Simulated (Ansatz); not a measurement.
GeH₃I (`[GeH3][I]`), 5 atoms. Charge 0, multiplicity 1. Correlated methods include outer-core shells of Ge, I, which these sets cover unevenly. Scalar relativity is left out up to krypton. I takes the def2 core potential. All runs use 4 threads of an Intel Xeon Platinum 8488C on a shared host. Correlated methods freeze the cores. Open-shell runs search over several starts.

Q: Give the basis size and wall time and peak host memory of each of these runs in Ansatz. RKS PBE0-D4/def2-TZVP frequencies; direct RPA on PBE orbitals/def2-TZVPP energy; RHF-MP2/def2-QZVPP energy; RKS PBE0-D4/def2-TZVP relaxation (5 steps); RKS CAM-B3LYP-D4/def2-TZVPP energy; RKS PBE-D4/def2-TZVPP energy and forces; RKS B2PLYP (frozen core)/def2-TZVPP energy; UKS B2PLYP (frozen core)/def2-TZVPP energy of the cation; RHF-CCSD(T)/def2-SVP energy; UKS ωB97M-V/def2-TZVPP energy of the cation; UHF-MP2/def2-QZVPP energy of the cation; UKS B3LYP-D4/def2-TZVPP energy of the cation. (Best estimate.)

A: Ansatz gave: Other jobs shared the machine, so times are rough.

```csv
level,job,functions,wall time,peak host memory (GiB)
RKS PBE-D4/def2-TZVPP,energy and forces,140,0.7 s,0.18
RKS CAM-B3LYP-D4/def2-TZVPP,energy,140,1.4 s,0.36
direct RPA on PBE orbitals/def2-TZVPP,energy,140,1.6 s,0.31
RHF-CCSD(T)/def2-SVP,energy,73,1.9 s,0.31
RKS B2PLYP (frozen core)/def2-TZVPP,energy,140,2.7 s,0.31
RKS PBE0-D4/def2-TZVP,relaxation (5 steps),116,6.5 s,0.26
RHF-MP2/def2-QZVPP,energy,261,6.5 s,0.78
RKS PBE0-D4/def2-TZVP,frequencies,116,13 s,0.31
UKS B2PLYP (frozen core)/def2-TZVPP,energy of the cation,140,14 s,0.55
UKS B3LYP-D4/def2-TZVPP,energy of the cation,140,20 s,0.66
UHF-MP2/def2-QZVPP,energy of the cation,261,42 s,1.1
UKS ωB97M-V/def2-TZVPP,energy of the cation,140,93 s,0.85
```

B3LYP here is the variant with VWN-RPA as its local correlation; programs differ in this.
